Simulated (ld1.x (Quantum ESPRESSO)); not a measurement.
**PBE TM dataset for P, non-relativistic all-electron reference.**

ld1.x (Quantum ESPRESSO) 7.5 input, shortened:

```
&input
   title='P', zed=15., rel=0, dft='PBE', iswitch=3,
   config='[Ne] 3s2 3p1 3d-2'
 /
 &inputp
   pseudotype=2, tm=.true., lloc=-1, rcloc=1.15,
   nlcc=.true., rcore=1.15
 /
3
3S  1  0   2.00   0.00  1.25  1.25  0.0
3P  2  1   1.00   0.00  1.20  1.20  0.0
3D  3  2  -2.00  -0.10  1.25  1.25  0.0
 &test
   configts(1)='3s2 3p1'
 /
```

Calculated quality:

* Cutoffs needed: 70 Ry and 110 Ry (the cutoffs (Ry, on a coarse ladder) from which the occupation-weighted sum of valence levels, in a spherical-Bessel basis at the reference potential, stays within 10 and 1 mRy of its value at 400 Ry)
* Ghost test: no extra level below or beside the all-electron valence levels (s, p, d, f tested) (spherical-Bessel basis up to 400 Ry, 20 bohr box)
* Largest excitation error: +208 meV (all-electron minus pseudo) for 3s1 3p0, out of 7 test configurations

Generation and tests took about 1 s on one core of a shared server CPU.
